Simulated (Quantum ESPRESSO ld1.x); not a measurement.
Task: Eu XLI, configuration [Ar] 3d5. All-electron calculation, scalar-relativistic Kohn-Sham, LDA (Slater exchange, Perdew-Zunger correlation), spin-polarised, spherical densities, point nucleus; open shells are filled with parallel spins first. Program: ld1.x of Quantum ESPRESSO 7.5. Some entries of the table are withheld. Estimate them.

| orbital | occ. | eigenvalue (eV) | <1/r> (bohr^-1) | r(max) (bohr) |
|---|---|---|---|---|
| 1s up | 1 | -50428.9 | 70.18 | 0.014 |
| 1s down | 1 | -50428.3 | 70.18 | 0.014 |
| 2s up | 1 | -9998.45 | 16.34 | 0.081 |
| 2s down | 1 | -9978.00 | 16.36 | 0.081 |
| 2p up | 3 | -9145.46 | (1) | 0.065 |
| 2p down | 3 | -9129.21 | (2) | 0.065 |
| 3s up | 1 | -3574.79 | (3) | 0.222 |
| 3s down | 1 | -3552.91 | (4) | 0.222 |
| 3p up | 3 | -3311.23 | 5.990 | 0.217 |
| 3p down | 3 | -3288.91 | 5.965 | 0.217 |
| 3d up | 5 | -2997.08 | 5.707 | 0.174 |
| 3d down | 0 | -2969.68 | 5.690 | 0.174 |

Result: 
(1) 2p up <1/r> (bohr^-1): 15.29
(2) 2p down <1/r> (bohr^-1): 15.31
(3) 3s up <1/r> (bohr^-1): 6.322
(4) 3s down <1/r> (bohr^-1): 6.298
